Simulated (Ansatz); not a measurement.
Total energies of BeMe(SiH3) (CH6BeSi) from Ansatz at r2SCAN-D4/def2-TZVPD, gas phase (1 Eh = 27.2114 eV = 2625.5 kJ/mol). The reference geometry is relaxed at r2SCAN-D4/def2-TZVP.

```json
{"state": "charge 0 singlet", "geometry": "reference", "energy (Eh)": "-345.89283"}
{"state": "charge -1 doublet", "geometry": "reference", "energy (Eh)": "-345.87813"}
{"state": "free Be atom (singlet)", "geometry": "–", "energy (Eh)": "-14.64790"}
{"state": "free C atom (triplet)", "geometry": "–", "energy (Eh)": "-37.83299"}
{"state": "free H atom (doublet)", "geometry": "–", "energy (Eh)": "-0.49993"}
{"state": "free Si atom (triplet)", "geometry": "–", "energy (Eh)": "-289.34127"}
```

Work out the vertical electron affinity, to the doublet.

E(charge 0 singlet) − E(charge -1 doublet) = -345.89283 − (-345.87813) = -0.01470 Eh = -0.40 eV; negative, so the extra electron isn't bound.

What is the binding energy per atom against free atoms?

Atoms: 1 × (-14.64790) + 1 × (-37.83299) + 6 × (-0.49993) + 1 × (-289.34127) = -344.82174 Eh. Binding: -344.82174 − (-345.89283) = 1.07109 Eh = 29.15 eV, or 3.24 eV for each of 9 atoms (no zero-point energy, no counterpoise term).

At r2SCAN-D4/def2-TZVPD the highest occupied level of the charge -1 doublet lies above zero (up to 2.26 eV). By energy differences it is unbound by 0.40 eV (vertical, against the charge 0 singlet, at r2SCAN-D4/def2-TZVPD) and held by the finite basis.
